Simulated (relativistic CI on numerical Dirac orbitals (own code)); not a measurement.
## Sensitivity of the levels of Ni¹⁶⁺ to α and to the nuclear radius

Method of calculation: Dirac-Coulomb-Breit CI, KLI orbitals optimised for each configuration, derivatives by finite differences, unscaled Slater integrals, QED left out (own radial code, finite nucleus).

CI space (outside the closed core [Ne]): 3s2, 3s 3p, 3p2, 3s 3d, 3d2, 3p 3d, 3p 4s, 3s 4s. Levels of other configurations are missing.

With x = (α/α₀)² − 1 an excitation energy changes as ω = ω₀ + qx; K = 2q/ω₀ is the relative enhancement. Terms are leading LS components, so labels can repeat. The field-shift factor is F = δν/δ⟨r²⟩ for the transition from the lowest level.

Lowest level 3s2 1S_0.

| Level | ω₀ (cm⁻¹) | q (cm⁻¹) | K | F (GHz/fm²) |
| --- | --- | --- | --- | --- |
| 3s 3p 3P°_0 | 264008 | 6984 | 0.0529 | -24.4 |
| 3s 3p 3P°_1 | 272252 | 14130 | 0.104 | -24.4 |
| 3s 3p 3P°_2 | 293106 | 36760 | 0.251 | -24.5 |
| 3s 3p 1P°_1 | 407071 | 31300 | 0.154 | -25.5 |
| 3p2 3P_0 | 631527 | 25120 | 0.0795 | -50.2 |
| 3p2 1D_2 | 640692 | 44780 | 0.14 | -46 |
| 3p2 3P_1 | 647075 | 45570 | 0.141 | -50.4 |
| 3p2 3P_2 | 672231 | 72320 | 0.215 | -49.1 |
| 3p2 1S_0 | 762273 | 65740 | 0.172 | -49.4 |
| 3s 3d 3D_1 | 775452 | 38760 | 0.1 | -23.8 |
| 3s 3d 3D_2 | 777065 | 40340 | 0.104 | -23.8 |
| 3s 3d 3D_3 | 779595 | 42880 | 0.11 | -23.7 |
| 3s 3d 1D_2 | 878021 | 46140 | 0.105 | -30 |

At this charge energies of transitions that change n are usually good to better than 1 %, and those within a shell (Δn = 0) to a few per cent.
